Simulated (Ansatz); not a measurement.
`O[SiH](Cl)[SiH2]Cl` and `O=C[SiH](O)Cl` differ in one atom or group.

Ansatz, PBE0-D4/def2-TZVP geometries, multiplicity 1. Each molecule was computed in one conformer, which needn't be the lowest.

```tsv
property	`O[SiH](Cl)[SiH2]Cl`
HOMO–LUMO gap (PBE0/def2-TZVPP) / eV	6.99
LUMO energy (B3LYP/def2-TZVPP) / eV	-1.26
LUMO energy (ωB97M-V/def2-TZVPP) / eV	0.71
size of the dipole moment (ωB97M-V/def2-TZVPP) / D	1.18
size of the dipole moment (B3LYP/def2-TZVPP) / D	1.20
HOMO–LUMO gap (B3LYP/def2-TZVPP) / eV	6.62
```

(1) What does the change do to each property? (Estimate.)

Results:

(1) Computed: 
```
                                          property  `O=C[SiH](O)Cl`  shift
              HOMO–LUMO gap (PBE0/def2-TZVPP) / eV             5.44  -1.55
               LUMO energy (B3LYP/def2-TZVPP) / eV            -2.36  -1.10
             LUMO energy (ωB97M-V/def2-TZVPP) / eV             0.20  -0.51
size of the dipole moment (ωB97M-V/def2-TZVPP) / D             1.35   0.17
  size of the dipole moment (B3LYP/def2-TZVPP) / D             1.35   0.15
             HOMO–LUMO gap (B3LYP/def2-TZVPP) / eV             4.99  -1.63
```

With PBE0 the HOMO rises by 0.53 eV and the LUMO falls by 1.01 eV, so the gap narrows by about 1.54 eV. PBE moves the HOMO by 0.79 eV and ωB97M-V by 0.28 eV. The zero-point energy changes by -1.8 kJ/mol with -3 modes. Dipoles are sizes alone; their direction can turn.

Positive LUMOs are unbound, so they and the gaps depend on the basis.

B3LYP here is the variant with VWN-RPA as its local correlation; programs differ in this.
